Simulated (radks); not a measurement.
Q: The titanium ion Ti+, configuration [Ar] 3d(up 1, down 1) 4s(up 0.75, down 0.25) (fractional occupations, a model configuration). All-electron calculation, scalar-relativistic Kohn-Sham, r2SCAN, spin-polarised, spherical densities, finite nucleus; meta-GGA in the generalised Kohn-Sham scheme; Fermi nuclear charge, rms radius 3.5921 fm. Program: a radial shooting solver on a logarithmic mesh with Libxc functionals. Some entries of the table are withheld. Estimate them.

| orbital | occ. | eigenvalue (eV) | r(max) (bohr) |
|---|---|---|---|
| 1s up | 1 | -4896.547 | 0.04556 |
| 1s down | 1 | -4896.527 | 0.04556 |
| 2s up | 1 | -551.7771 | 0.2685 |
| 2s down | 1 | -551.7684 | 0.2685 |
| 2p up | 3 | -456.6118 | 0.2196 |
| 2p down | 3 | -456.5984 | 0.2196 |
| 3s up | 1 | -72.2443 | 0.8690 |
| 3s down | 1 | -72.2131 | 0.8693 |
| 3p up | 3 | (1) | 0.9027 |
| 3p down | 3 | (2) | 0.9030 |
| 3d up | 1 | -11.1934 | 0.9835 |
| 3d down | 1 | -11.0299 | 0.9814 |
| 4s up | 0.75 | -10.7340 | 2.810 |
| 4s down | 0.25 | -9.7102 | 2.811 |

A: 
(1) 3p up eigenvalue (eV): -47.4175
(2) 3p down eigenvalue (eV): -47.3801
